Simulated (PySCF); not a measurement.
Level of theory: B3LYP-D3(BJ)/def2-TZVP in PySCF 2.14.0. All species are isolated molecules in the gas phase. B3LYP has the VWN-RPA correlation part, as in Gaussian. 

Reference species (SMILES): `F[CH]F` (neutral, multiplicity 2).

```yaml
highest_occupied_spin_orbital: -6.66 eV
dipole_moment: 1.37 D
```

Changed species: `F[C](I)F` (radical fragment; the reference has radical fragment).

Predict the effect on the highest occupied spin orbital and dipole moment.

the highest occupied spin orbital falls by 0.11 eV, to -6.77 eV; the dipole moment drops by 0.78 D, to 0.59 D.
